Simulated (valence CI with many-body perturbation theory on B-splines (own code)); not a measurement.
E1 line list for Nd XLVI

Calculated by relativistic CI+MBPT: five valence electrons over a frozen Dirac-Fock core [Ne], radial functions for each j: 11 s, 11 p, 10 d, 8 f, 5 g, 2 h, with the one-electron correlation potential Σ1, the two-electron term Σ2, the three-electron term Σ3, Breit, model QED; selected CI, second order for the rest, scaled by the run's own slope (own B-spline code, finite nucleus).

No measured spectrum was set against this ion. As an estimate, large intervals hold to a few tenths of a per cent, small ones and those within an open d or f shell to about a per cent. Among the levels kept, up to 3100 cm⁻¹ of a level comes from second order outside the variational space, and about a tenth of that is noise between levels of different J, which matters for small intervals.

Lines 151 to 200 of 566 in falling wavelength, among levels below 5768.5 × 10³ cm⁻¹, chosen from the strongest by gf and those to the six lowest levels. Wavelengths and rates use the calculated energies. Electric multipoles are in the length gauge, E1 and E2 with the static RPA response of the core. Weak lines are less certain than strong ones. Lines between different terms over intervals too small for the method are left out, as are lines whose strength nearly cancels. Where a level lies close to another of its J and parity, the split of strength between their lines is uncertain. The highest levels of a list are the least certain.

Levels are named by their leading jj configuration (3d3/2^4 stands for four electrons in 3d with j = 3/2), which in mixed levels can hold well under half, so a name can repeat and another be missing. Letters in brackets count levels of one name in rising energy.

| λ vac (Å) | Upper | Lower | A (s⁻¹) | S (a.u.) |
| --- | --- | --- | --- | --- |
| 56.32 | (3s 3p1/2^2 3p3/2 3d5/2) J=5/2 [b] | (3s 3p1/2^2 3p3/2^2) J=3/2 | 1.76e+11 | 9.31e-02 |
| 56.20 | (3s 3p1/2^2 3d3/2 3d5/2) J=5/2 [a] | (3s 3p1/2^2 3p3/2 3d3/2) J=3/2 [a] | 6.92e+10 | 3.64e-02 |
| 56.12 | (3s^2 3p3/2 3d5/2^2) J=7/2 [a] | (3s^2 3p3/2^2 3d5/2) J=9/2 | 2.77e+10 | 1.93e-02 |
| 56.03 | (3s^2 3p3/2 3d5/2^2) J=1/2 | (3s^2 3p3/2^2 3d3/2) J=3/2 [b] | 8.70e+10 | 1.51e-02 |
| 55.86 | (3s 3p1/2^2 3p3/2 3d5/2) J=3/2 [b] | (3s 3p1/2^2 3p3/2^2) J=1/2 | 7.85e+10 | 2.70e-02 |
| 55.69 | (3s^2 3p3/2 3d5/2^2) J=9/2 | (3s^2 3p3/2^2 3d5/2) J=9/2 | 4.19e+10 | 3.57e-02 |
| 55.68 | (3s^2 3p3/2 3d5/2^2) J=7/2 [a] | (3s^2 3p3/2^2 3d5/2) J=7/2 | 1.91e+10 | 1.30e-02 |
| 55.59 | (3s 3p1/2 3p3/2^2 3d5/2) J=7/2 [a] | (3s^2 3p1/2 3p3/2 3d5/2) J=5/2 [b] | 1.43e+11 | 9.69e-02 |
| 55.59 | (3s^2 3p1/2 3p3/2 3d5/2) J=7/2 [b] | (3s^2 3p1/2 3p3/2^2) J=5/2 | 1.86e+11 | 1.26e-01 |
| 55.44 | (3s 3p1/2^2 3d3/2 3d5/2) J=3/2 [a] | (3s 3p1/2^2 3p3/2 3d3/2) J=1/2 [a] | 6.92e+10 | 2.33e-02 |
| 55.42 | (3s^2 3p3/2 3d5/2^2) J=1/2 | (3s^2 3p3/2^2 3d5/2) J=1/2 | 1.51e+11 | 2.54e-02 |
| 55.40 | (3s 3p1/2 3p3/2^2 3d5/2) J=7/2 [d] | (3s 3p1/2 3p3/2^3) J=5/2 | 1.89e+10 | 1.27e-02 |
| 55.35 | (3s 3p1/2 3p3/2^2 3d5/2) J=5/2 [e] | (3s 3p1/2 3p3/2^3) J=5/2 | 4.04e+10 | 2.03e-02 |
| 55.30 | (3s^2 3p1/2 3d3/2 3d5/2) J=7/2 [c] | (3s^2 3p1/2 3p3/2 3d3/2) J=5/2 [b] | 4.76e+10 | 3.18e-02 |
| 55.27 | (3s^2 3p3/2 3d5/2^2) J=9/2 | (3s^2 3p3/2^2 3d5/2) J=7/2 | 1.54e+11 | 1.28e-01 |
| 55.20 | (3s^2 3p1/2 3p3/2 3d5/2) J=5/2 [b] | (3s^2 3p1/2 3p3/2^2) J=5/2 | 3.16e+10 | 1.58e-02 |
| 55.15 | (3s^2 3p3/2 3d3/2 3d5/2) J=7/2 [c] | (3s^2 3p3/2^2 3d3/2) J=7/2 | 3.04e+10 | 2.02e-02 |
| 55.04 | (3s^2 3p3/2 3d5/2^2) J=3/2 | (3s^2 3p3/2^2 3d5/2) J=5/2 [a] | 1.18e+11 | 3.88e-02 |
| 54.99 | (3s^2 3p3/2 3d3/2 3d5/2) J=9/2 [b] | (3s^2 3p3/2^2 3d5/2) J=9/2 | 3.93e+10 | 3.22e-02 |
| 54.98 | (3s 3p1/2^2 3p3/2 3d3/2) J=3/2 [b] | (3s^2 3p1/2^2 3d5/2) J=5/2 | 4.63e+09 | 1.52e-03 |
| 54.96 | (3s^2 3p3/2 3d3/2 3d5/2) J=5/2 [d] | (3s^2 3p3/2^2 3d3/2) J=3/2 [b] | 1.60e+11 | 7.85e-02 |
| 54.95 | (3s 3p1/2^2 3d3/2 3d5/2) J=9/2 | (3s 3p1/2^2 3p3/2 3d3/2) J=7/2 | 1.18e+11 | 9.63e-02 |
| 54.91 | (3s^2 3p3/2 3d5/2^2) J=7/2 [b] | (3s^2 3p3/2^2 3d5/2) J=5/2 [a] | 1.54e+10 | 1.01e-02 |
| 54.90 | (3s^2 3p3/2 3d3/2 3d5/2) J=7/2 [c] | (3s^2 3p3/2^2 3d3/2) J=5/2 | 1.99e+11 | 1.30e-01 |
| 54.87 | (3s^2 3p1/2 3d5/2^2) J=5/2 | (3s^2 3p1/2 3p3/2 3d5/2) J=5/2 [a] | 1.01e+11 | 4.95e-02 |
| 54.74 | (3s 3p1/2 3p3/2^2 3d5/2) J=5/2 [g] | (3s 3p1/2 3p3/2^3) J=3/2 [b] | 2.77e+11 | 1.34e-01 |
| 54.73 | (3s 3p1/2^2 3d5/2^2) J=5/2 | (3s 3p1/2^2 3p3/2 3d5/2) J=5/2 [a] | 1.02e+11 | 4.93e-02 |
| 54.58 | (3s^2 3p3/2 3d3/2 3d5/2) J=9/2 [b] | (3s^2 3p3/2^2 3d5/2) J=7/2 | 2.37e+10 | 1.90e-02 |
| 54.57 | (3s 3p1/2 3p3/2^2 3d5/2) J=7/2 [e] | (3s 3p1/2 3p3/2^3) J=5/2 | 2.13e+11 | 1.36e-01 |
| 54.51 | (3s^2 3p3/2 3d5/2^2) J=5/2 [b] | (3s^2 3p3/2^2 3d5/2) J=5/2 [a] | 1.25e+11 | 5.97e-02 |
| 54.45 | (3s 3p1/2^2 3d5/2^2) J=3/2 | (3s 3p1/2^2 3p3/2 3d5/2) J=3/2 [a] | 5.94e+10 | 1.89e-02 |
| 54.11 | (3s 3p1/2 3p3/2^2 3d5/2) J=3/2 [b] | (3s 3p1/2 3p3/2^3) J=3/2 [a] | 2.27e+11 | 7.11e-02 |
| 54.10 | (3s 3p1/2^2 3d5/2^2) J=7/2 | (3s 3p1/2^2 3p3/2 3d5/2) J=5/2 [a] | 2.05e+10 | 1.28e-02 |
| 54.10 | (3s^2 3p1/2 3p3/2 3d5/2) J=3/2 [b] | (3s^2 3p1/2 3p3/2^2) J=5/2 | 3.82e+10 | 1.19e-02 |
| 54.07 | (3s 3p1/2 3p3/2^2 3d5/2) J=3/2 [e] | (3s 3p1/2 3p3/2^3) J=3/2 [b] | 1.28e+11 | 3.98e-02 |
| 53.93 | (3s 3p1/2 3p3/2^2 3d5/2) J=5/2 [d] | (3s 3p1/2 3p3/2^3) J=3/2 [a] | 2.35e+11 | 1.09e-01 |
| 53.92 | (3s^2 3p1/2 3d5/2^2) J=3/2 | (3s^2 3p1/2 3p3/2 3d5/2) J=3/2 [a] | 1.20e+11 | 3.72e-02 |
| 53.81 | (3s 3p1/2^2 3d5/2^2) J=9/2 | (3s 3p1/2^2 3p3/2 3d5/2) J=9/2 | 3.82e+10 | 2.94e-02 |
| 53.79 | (3s 3p1/2 3p3/2^2 3d5/2) J=3/2 [e] | (3s 3p1/2 3p3/2^3) J=1/2 | 3.84e+11 | 1.18e-01 |
| 53.77 | (3s^2 3p3/2 3d3/2 3d5/2) J=5/2 [c] | (3s^2 3p3/2^2 3d3/2) J=3/2 [a] | 1.48e+11 | 6.79e-02 |
| 53.74 | (3s^2 3p3/2^2 3d5/2) J=3/2 | (3s^2 3p3/2^3) J=3/2 | 3.32e+11 | 1.02e-01 |
| 53.70 | (3s 3p1/2 3p3/2^2 3d5/2) J=5/2 [f] | (3s 3p1/2 3p3/2^3) J=5/2 | 2.79e+11 | 1.28e-01 |
| 53.51 | (3s^2 3p3/2 3d5/2^2) J=7/2 [a] | (3s^2 3p3/2^2 3d3/2) J=5/2 | 5.04e+10 | 3.05e-02 |
| 53.40 | (3s^2 3p3/2 3d3/2 3d5/2) J=5/2 [c] | (3s^2 3p3/2^2 3d3/2) J=5/2 | 9.06e+10 | 4.08e-02 |
| 53.36 | (3s^2 3p3/2 3d5/2^2) J=9/2 | (3s^2 3p3/2^2 3d3/2) J=7/2 | 1.09e+11 | 8.15e-02 |
| 53.33 | (3s 3p1/2^2 3p3/2 3d5/2) J=7/2 [b] | (3s 3p1/2^2 3p3/2^2) J=5/2 | 9.99e+10 | 5.98e-02 |
| 53.31 | (3s 3p1/2^2 3d3/2 3d5/2) J=7/2 [b] | (3s 3p1/2^2 3p3/2 3d3/2) J=7/2 | 2.17e+10 | 1.30e-02 |
| 53.24 | (3s 3p1/2 3p3/2^2 3d3/2) J=3/2 [f] | (3s^2 3p1/2 3p3/2 3d5/2) J=1/2 | 2.94e+10 | 8.76e-03 |
| 53.09 | (3s 3p1/2 3p3/2^2 3d5/2) J=9/2 [b] | (3s^2 3p1/2 3p3/2 3d5/2) J=7/2 [b] | 9.75e+10 | 7.20e-02 |
| 53.06 | (3s^2 3p3/2 3d3/2 3d5/2) J=3/2 [b] | (3s^2 3p3/2^2 3d3/2) J=3/2 [a] | 6.66e+10 | 1.96e-02 |
